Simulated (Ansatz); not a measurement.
All numbers were calculated with Ansatz.

C₂H₉NOSi (`CN[SiH](C)O`) at its PBE0-D4/def2-TZVP geometry, where that method's forces vanish. The species carries charge 0 and has multiplicity 1.

| atom | x (Å) | y (Å) | z (Å) |
| --- | --- | --- | --- |
| C1 | 0.131 | 1.914 | -0.164 |
| N2 | -0.818 | 0.833 | -0.303 |
| Si3 | -0.569 | -0.791 | 0.171 |
| C4 | 0.997 | -1.550 | -0.478 |
| O5 | -0.417 | -0.943 | 1.811 |
| H6 | 0.611 | 2.186 | -1.112 |
| H7 | -0.336 | 2.815 | 0.249 |
| H8 | 0.922 | 1.622 | 0.531 |
| H9 | -1.620 | 1.050 | -0.870 |
| H10 | -1.781 | -1.496 | -0.334 |
| H11 | 0.989 | -1.582 | -1.570 |
| H12 | 1.870 | -0.971 | -0.162 |
| H13 | 1.121 | -2.568 | -0.103 |
| H14 | -1.099 | -0.518 | 2.334 |

Question: For each bond, give half the difference of the two atoms' forces along it (eV/Å; positive pushes the atoms apart) under PBE-D4, r2SCAN-D4, B3LYP-D4, ωB97M-V in def2-TZVPP. (Estimate.)

Answer: The calculation gave: 
```json
{"bond": "C1–N2", "length (Å)": "1.445", "PBE-D4": "0.04", "r2SCAN-D4": "0.21", "B3LYP-D4": "0.26", "ωB97M-V": "0.29"}
{"bond": "C1–H6", "length (Å)": "1.097", "PBE-D4": "0.10", "r2SCAN-D4": "-0.04", "B3LYP-D4": "-0.08", "ωB97M-V": "-0.12"}
{"bond": "C1–H7", "length (Å)": "1.095", "PBE-D4": "0.10", "r2SCAN-D4": "-0.05", "B3LYP-D4": "-0.09", "ωB97M-V": "-0.12"}
{"bond": "C1–H8", "length (Å)": "1.093", "PBE-D4": "0.10", "r2SCAN-D4": "-0.04", "B3LYP-D4": "-0.09", "ωB97M-V": "-0.09"}
{"bond": "N2–Si3", "length (Å)": "1.710", "PBE-D4": "0.03", "r2SCAN-D4": "-0.05", "B3LYP-D4": "0.00", "ωB97M-V": "-0.01"}
{"bond": "N2–H9", "length (Å)": "1.006", "PBE-D4": "0.18", "r2SCAN-D4": "-0.02", "B3LYP-D4": "-0.06", "ωB97M-V": "-0.09"}
{"bond": "Si3–C4", "length (Å)": "1.857", "PBE-D4": "-0.05", "r2SCAN-D4": "-0.01", "B3LYP-D4": "0.07", "ωB97M-V": "0.00"}
{"bond": "Si3–O5", "length (Å)": "1.653", "PBE-D4": "0.29", "r2SCAN-D4": "0.05", "B3LYP-D4": "0.13", "ωB97M-V": "0.13"}
{"bond": "Si3–H10", "length (Å)": "1.491", "PBE-D4": "-0.03", "r2SCAN-D4": "-0.05", "B3LYP-D4": "-0.16", "ωB97M-V": "-0.18"}
{"bond": "C4–H11", "length (Å)": "1.092", "PBE-D4": "0.11", "r2SCAN-D4": "-0.01", "B3LYP-D4": "-0.04", "ωB97M-V": "-0.04"}
{"bond": "C4–H12", "length (Å)": "1.093", "PBE-D4": "0.11", "r2SCAN-D4": "0.00", "B3LYP-D4": "-0.05", "ωB97M-V": "-0.04"}
{"bond": "C4–H13", "length (Å)": "1.092", "PBE-D4": "0.10", "r2SCAN-D4": "-0.01", "B3LYP-D4": "-0.04", "ωB97M-V": "-0.04"}
{"bond": "O5–H14", "length (Å)": "0.958", "PBE-D4": "0.35", "r2SCAN-D4": "0.03", "B3LYP-D4": "-0.02", "ωB97M-V": "-0.06"}
```

B3LYP here is the variant with VWN-RPA as its local correlation; programs differ in this.
